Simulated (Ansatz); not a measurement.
Reaction (formal exchange of groups at the Si–H bond): `Br[SiH]1CC1` + `ClC1=NCO1` → `Cl[Si]1(Br)CC1` + `C1=NCO1`

Gas-phase electronic energies from Ansatz, PBE0-D4/def2-TZVP geometries. CCSD(T)/CBS adds triple-zeta CCSD(T) − MP2 to the extrapolated MP2 energy (def2 sets, frozen cores). DFT in def2-TZVPP. B3LYP here is the variant with VWN-RPA as its local correlation; programs differ in this. For Br outer-core shells are correlated without core-valence functions, which leaves a few kJ/mol of doubt a bond. Scalar relativity is left out up to krypton.

`Br[SiH]1CC1`:

```xyz
9

Br   -0.521    0.006    2.811
Si   -0.782    0.262    0.635
C     0.110   -0.846   -0.518
C     0.679    0.603   -0.416
H    -2.115    0.807    0.322
H     0.745   -1.630   -0.118
H    -0.347   -1.119   -1.465
H     1.656    0.692    0.047
H     0.575    1.226   -1.298
```

`ClC1=NCO1`:

Cartesian coordinates in Å:
```
Cl -1.368 1.285 -1.826
C -0.560 0.433 -0.618
N -0.971 -0.281 0.357
C 0.460 -0.434 0.617
O 0.786 0.410 -0.543
H 0.844 -1.444 0.474
H 0.809 0.031 1.538
```

`Cl[Si]1(Br)CC1`:

```xyz
9

Cl    1.196    1.660    1.800
Si    0.659    0.737    0.070
Br    1.734    1.589   -1.644
C     0.151   -1.006    0.078
C    -1.011    0.052   -0.126
H     0.361   -1.640   -0.777
H     0.121   -1.557    1.013
H    -1.725    0.123    0.688
H    -1.486    0.042   -1.102
```

`C1=NCO1`:

```xyz
7

C     0.540    0.876   -0.121
N     0.289    0.296    0.990
C    -0.408   -0.672    0.150
O    -0.052    0.090   -1.052
H     1.083    1.780   -0.378
H    -1.490   -0.704    0.284
H     0.038   -1.667    0.127
```

```csv
level,ΔE (kJ/mol),difference from CCSD(T)/CBS
r2SCAN-D4,-133.9,9.3
ωB97X-V,-136.6,6.6
PBE,-125.1,18.1
B3LYP,-133.4,9.8
CCSD/def2-TZVPP,-141.2,2.0
CCSD(T)/def2-TZVPP,-138.5,4.7
MP2/def2-QZVPP,-143.1,0.1
SCS-MP2/def2-QZVPP,-142.5,0.7
HF/CBS(def2),-148.9,-5.7
MP2/CBS(def2),-144.9,-1.7
CCSD(T)/CBS,-143.2,0
```

Largest T1 diagnostic among the species: 0.015.

From PBE to PBE0 (25 % exact exchange), in def2-TZVPP and without D4, ΔE moves by −6.8 kJ/mol. The D4 term adds −3.5 kJ/mol with B3LYP and −1.9 kJ/mol with PBE0; it sums over pairs of atoms, weighted by their polarisabilities, and B3LYP, whose exchange is more repulsive, gets the larger term. In def2-TZVPP, CCSD(T) changes the Hartree–Fock value by +9.9 kJ/mol (the triples alone add +2.7 kJ/mol) and MP2 by +8.1 kJ/mol.
